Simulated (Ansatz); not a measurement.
FeSn₁₉H₂₈. Charge 0, multiplicity 1. Geometry PBE-D4/def2-SVP, loosely relaxed, basis def2-SVP, Ansatz.

```xyz
48

Fe   -0.9029    0.3824   -0.2961
Sn    1.3962    0.1856    4.2609
Sn   -5.8192   -0.7450   -2.0438
Sn    4.3407   -2.3083    1.7008
Sn   -1.8369   -1.8411    0.1394
Sn    4.7465    2.2642    2.0076
Sn   -2.9586    1.8467    0.0930
Sn    1.5770    0.3051   -1.1188
Sn   -1.8853    0.5683   -4.2792
Sn    2.5044   -2.3871    3.8419
Sn    3.1620    2.3918    4.3331
Sn    6.1229   -0.1856    2.2161
Sn   -4.5459   -2.6153   -0.3391
Sn   -5.7442    1.5579   -0.4362
Sn    0.0299    0.5843    1.7946
Sn   -4.6529    0.0530   -4.4900
Sn    2.9901   -2.1306   -0.7776
Sn   -1.0456   -1.6561   -2.7498
Sn    3.3110    2.4458   -0.4229
Sn   -1.0666    2.2059   -2.1285
H     0.1376    0.2306    5.4687
H    -7.4588   -1.2255   -2.4016
H     5.2166   -3.8122    1.8390
H    -1.0556   -3.3162    0.6832
H     5.8920    3.5729    2.1482
H    -2.7868    3.3121    1.0479
H     1.6616    0.5298   -2.8798
H    -1.1165    0.7202   -5.8378
H     3.2177   -2.8738    5.3518
H     1.1487   -3.4361    3.5509
H     4.1068    2.2666    5.7854
H     2.1785    3.8169    4.4700
H     6.8211   -0.3630    3.7985
H     7.4284   -0.2388    1.0714
H    -5.5307   -2.5889    1.0989
H    -4.6706   -4.2255   -0.9832
H    -6.5262    1.2950    1.0956
H    -6.4150    3.0083   -1.1164
H    -4.8462   -1.1869   -5.6949
H    -5.5173    1.4517   -5.0581
H     1.8841   -3.4740   -0.7621
H     4.1886   -2.4804   -1.9928
H    -2.1151   -3.0214   -3.0094
H     0.5605   -2.2680   -3.0129
H     2.4052    3.9330   -0.3187
H     4.5656    2.7389   -1.5996
H    -2.8138    2.9742   -1.6581
H    -0.2832    3.7384   -2.3899
```

```tsv
run	HOMO (eV)	LUMO (eV)
A	-4.58	-3.86
B	-4.86	-3.82
C	-5.92	-2.97
D	-5.06	-3.70
```

In the def2 sets Sn takes a core potential; there is no spin–orbit coupling. Single mean-field runs in def2-SVP are fitted with def2-universal-jkfit. No other spin state of charge 0 was run. Another isomer (singlet) lies 0.20 eV lower at PBE-D4/def2-TZVP; other spin states weren't run for this one.

Q: The runs used B97M-V, PBE, PBE0, r2SCAN. Estimate which is which.

A: A PBE (0 % exact exchange); B r2SCAN (0 % exact exchange); C PBE0 (25 % exact exchange); D B97M-V (0 % exact exchange). Exact exchange lowers occupied and raises empty levels; among semilocal functionals meta-GGAs tend to open the gap a little, and such runs are hard to tell apart. The gap grows from 0.72 eV (PBE) to 2.95 eV (PBE0). The restricted singlet is unstable towards broken spin symmetry in Hartree–Fock (as tested in another run); at PBE-D4/def2-SVP, r2SCAN-D4/def2-SVP, PBE0-D4/def2-SVP, B97M-V/def2-SVP this wasn't settled. The geometry of the charge 0 singlet is only loosely relaxed.
